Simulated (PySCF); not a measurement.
A ladder of Hamiltonians for Ho⁶¹⁺ (holmium, charge +61)

Occupied: 1s1/2, 2s1/2, 2p1/2. Hartree-Fock calculated with PySCF 2.14 in an uncontracted even-tempered set (19 s from 14 bohr⁻², ratio 2.3; 15 p from 17 bohr⁻², ratio 2.3), Gaussian nucleus throughout. NR is non-relativistic, sf-X2C the spin-free one-electron X2C Hamiltonian, X2C adds the bare one-electron spin-orbit term, X2C-SNSO screens it by Boettger's factors, DC is four-component Dirac-Coulomb, and the Gaunt and Breit terms are added at first order (total energies over the DC spinors, levels after relaxing the spinors in that mean field). QED terms are absent. Levels marked empty are virtual spinors of this ion.

```
Hamiltonian  E (hartree)
        X2C   -6985.8552
   X2C-SNSO   -6984.1442
         DC   -6987.3073
   DC+Gaunt   -6979.7995
   DC+Breit   -6980.1861
```

| level (eV) | X2C | X2C-SNSO | DC | DC+Gaunt | DC+Breit |
| --- | --- | --- | --- | --- | --- |
| 1s1/2 | -62191.3 | -62193.1 | -62240.8 | -62090.1 | -62095.0 |
| 2s1/2 | -14891.8 | -14892.3 | -14898.8 | -14883.3 | -14884.7 |
| 2p1/2 | -14684.8 | -14661.8 | -14668.2 | -14636.1 | -14639.8 |
| 2p3/2 (empty) | -13417.9 | -13426.3 | -13427.4 | -13412.0 | -13415.6 |
| 3s1/2 (empty) | -6230.2 | -6230.3 | -6231.9 | -6227.6 | -6228.2 |

Q: How large are the two-electron picture-change error of X2C and the Breit correction in the total energy?

A: X2C-1e lies 1.4521 hartree above Dirac-Coulomb; Gaunt adds 7.5078 and the full Breit term 7.1212 hartree.

Weight of the small component: 1s1/2 0.0630, 2s1/2 0.0150, 2p1/2 0.0150, 2p3/2 0.0138, 3s1/2 0.00619.

Koopmans' value for the highest occupied level at DC+Breit: 14639.8 eV, against an ionisation energy of 14639 ± 12 eV (theoretical estimate listed by NIST; NIST Atomic Spectra Database, ionization energies); the former lacks relaxation, correlation, QED and recoil.

The whole ladder took 140 s of wall time on 1 thread of Intel(R) Xeon(R) Platinum 8375C CPU @ 2.90GHz (shared host), launched as `OMP_NUM_THREADS=1 python relrun2.py TASK.json OUT` (a driver that calls PySCF for each Hamiltonian).
